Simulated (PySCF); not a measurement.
Technetium: a sound run and one with changed settings

Sound run: Tc⁺ [Kr] 4d5 5s1, Tc²⁺ [Kr] 4d5. All numbers are calculated (PySCF 2.14, a scalar-relativistic core potential, in aug-cc-pVDZ-PP with ECP28MDF). In the sound run the correlated levels freeze 4s2 4p6 outside the core potential. The sound run starts from symmetry-adapted Hartree-Fock orbitals and uses a fine grid where one is needed.

Changed run: all electrons correlated in a basis built for the valence shell.

```csv
species,method,sound run (hartree),changed run (hartree),converged
Tc⁺,MP2,-79.70420,-79.89740,yes
Tc²⁺,MP2,-79.16267,-79.34086,yes
```

Ionisation energy of Tc⁺:

```json
{"method": "UHF", "sound run (eV)": "14.215", "changed run (eV)": "14.215"}
{"method": "MP2", "sound run (eV)": "14.736", "changed run (eV)": "15.144"}
{"method": "SCS-MP2", "sound run (eV)": "14.389", "changed run (eV)": "14.807"}
```

A valence basis has no tight correlating functions, so it recovers only part of the core correlation, and not evenly between atom and ion.

For comparison, NIST gives 15.26 eV between the lowest levels.
